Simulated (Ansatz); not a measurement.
Pulling on the Si1–Cl3 bond in ClFSi (SMILES F[Si]Cl) (multiplicity 1 held, fragments rigid). Energies count from the point at 2.097 Å.
Geometry at that point (charge 0, multiplicity 1):
```xyz
3

Si     0.34762     0.26751     0.78196
F      0.95036     1.34196    -0.25474
Cl    -0.78940    -0.93075    -0.50910
```

Signs of static correlation in cc-pV(T+d)Z, from Ansatz (a quantum-chemistry and plane-wave program) runs.

```tsv
R (Å)	T1 of restricted CCSD	⟨S²⟩ of UHF	largest double amplitude of restricted CCSD
1.677	0.012	0.070	0.106
1.887	0.013	0.070	0.103
2.097	0.014	0.036	0.095
2.306	0.015	0.000	0.079
2.516	0.016	0.000	0.071
2.830	0.018	0.000	0.087
3.145	0.023	0.000	0.099
3.669	0.036	0.881	0.130
4.193	0.062	1.002	___
4.822	0.124	1.030	0.457
5.661	0.223	1.035	___
6.709	0.263	1.036	1.605
```

**Question.** Complete the blanks.

**Answer.** 
- 4.193, largest double amplitude of restricted CCSD: 0.202
- 5.661, largest double amplitude of restricted CCSD: 1.144

Doubts at one or more of the structures used: a restricted determinant that unrestricted orbitals would lower (R-CCSD(T)/cc-pV(T+d)Z); T1 above 0.05 (R-CCSD(T)/cc-pV(T+d)Z, U-CCSD(T)/cc-pV(T+d)Z); other coupled-cluster roots lie near (R-CCSD(T)/cc-pV(T+d)Z); a spin-contaminated determinant (U-CCSD(T)/cc-pV(T+d)Z).
